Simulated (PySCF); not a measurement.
Species: sum formula CoSOH2, charge 0, multiplicity 4. The spin state was set by rule; other spins were not relaxed. SMILES: [OH][Co][SH]
Geometry from a B3LYP-D3(BJ)/def2-TZVP (Ansatz) optimisation:
```
Co
O 1 1.7689
H 2 0.9595 1 129.52
S 1 2.1771 3 165.27 2 -180.00
H 4 1.3494 1 93.87 3 0.00
```
Charge 0, spin multiplicity 4.

Dispersion corrections to the total energy (kcal/mol) from the dftd3 and dftd4 libraries through PySCF: D3(BJ) without and D4 with the three-body term, each with the damping fitted for the functional named.

```tsv
functional	D3(BJ)	D4
HSE06	-1.42	-1.46
PBE	-1.83	-1.83
B2PLYP	-1.86	-1.26
revPBE	___	-4.91
r2SCAN	-0.50	___
BHLYP	-3.18	-2.62
B3LYP	___	-3.00
```

Problem. Fill in the missing entries.

Solution. 
- revPBE, D3(BJ): -4.40
- r2SCAN, D4: -0.41
- B3LYP, D3(BJ): -3.59
